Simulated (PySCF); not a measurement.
The dipole of `C=CC(=C)C(=O)C(F)(F)F` from its density and from atomic charges.

Coordinates (PBE0-D3(BJ)/def2-SVP, Å) and charges (e) from the PBE0/pcSseg-1 density (PySCF):

| atom | x | y | z | Mulliken | IAO | Hirshfeld | ESP-fitted |
| --- | --- | --- | --- | --- | --- | --- | --- |
| C1 | 2.548 | -0.415 | 0.060 | -0.1024 | -0.2850 | -0.0857 | -0.4139 |
| C2 | 1.632 | 0.539 | 0.270 | -0.1547 | -0.1493 | -0.0546 | -0.0784 |
| C3 | 0.170 | 0.457 | 0.155 | -0.3736 | -0.0482 | -0.0139 | -0.0454 |
| C4 | -0.578 | 1.551 | 0.418 | +0.0039 | -0.2467 | -0.0576 | -0.4298 |
| C5 | -0.481 | -0.822 | -0.242 | +0.2435 | +0.3218 | +0.1367 | +0.4842 |
| O6 | 0.106 | -1.853 | -0.442 | -0.3290 | -0.3592 | -0.1795 | -0.4157 |
| C7 | -2.027 | -0.852 | -0.419 | +0.8173 | +0.7666 | +0.2522 | +0.5027 |
| F8 | -2.425 | 0.036 | -1.333 | -0.2660 | -0.2760 | -0.0827 | -0.1914 |
| F9 | -2.415 | -2.049 | -0.809 | -0.2397 | -0.2503 | -0.0762 | -0.1780 |
| F10 | -2.648 | -0.564 | 0.730 | -0.2683 | -0.2765 | -0.0827 | -0.1898 |
| H11 | 2.278 | -1.426 | -0.240 | +0.1563 | +0.1732 | +0.0393 | +0.2216 |
| H12 | 3.607 | -0.180 | 0.191 | +0.1274 | +0.1545 | +0.0528 | +0.1767 |
| H13 | 1.982 | 1.534 | 0.570 | +0.0989 | +0.1437 | +0.0465 | +0.1332 |
| H14 | -0.093 | 2.484 | 0.716 | +0.1358 | +0.1623 | +0.0633 | +0.2194 |
| H15 | -1.665 | 1.563 | 0.354 | +0.1505 | +0.1691 | +0.0420 | +0.2047 |

What dipole does each set of charges give (1 e·Å = 4.803 D), and what does the density give?

The full density gives (0.92, 2.75, 0.81) D, 3.01 D in size; dipole vectors point from the negative to the positive end.

| scheme | μx | μy | μz | size (D) | share of the full size (%) | angle to the full dipole (°) |
| --- | --- | --- | --- | --- | --- | --- |
| Mulliken | 1.42 | 2.97 | 0.90 | 3.41 | 113 | 7 |
| IAO | 1.75 | 3.14 | 0.99 | 3.73 | 124 | 10 |
| Hirshfeld | 0.13 | 1.65 | 0.45 | 1.72 | 57 | 13 |
| ESP-fitted | 0.98 | 2.75 | 0.82 | 3.03 | 101 | 1 |

Which set comes closest?

Length of the difference vector: ESP-fitted 0.06 D, Mulliken 0.55 D, IAO 0.93 D, Hirshfeld 1.40 D. Closest: ESP-fitted. The schemes that divide the density aren't constrained to reproduce the dipole.

What is left for the Hirshfeld atoms' own dipoles?

The Hirshfeld atoms' densities add up to the full density, so μ = Σ q r + Σ (atomic dipoles). The atomic dipoles sum to (0.92, 2.75, 0.81) − (0.13, 1.65, 0.45) = (0.79, 1.10, 0.36) D, 1.40 D in size.

With the origin at the mean of the coordinates, (0.000, 0.000, -0.002) Å, which are the largest single terms, by size, of the IAO dipole along the direction of the full one?

C7 -5.56, F9 +3.40, O6 +3.07, H14 +1.90, C4 -1.60 D; all 15 atoms together +3.67 D. The single terms depend on the origin, their sum doesn't.

Give the size of the full dipole in other units.

3.01 D = 1.185 au = 0.627 e·Å = 10.05 × 10⁻³⁰ C·m.

Geometry: PBE0-D3(BJ)/def2-SVP, one conformer, isolated molecule.

Shape of the structure used: `[CH2:1]=[CH:2][C:3](=[CH2:4])[C:5](=[O:6])[C:7]([F:8])([F:9])[F:10]`: C1–C2–C3–C4 180°, C2–C3–C5–O6 3°, C3–C5–C7–F8 58°.
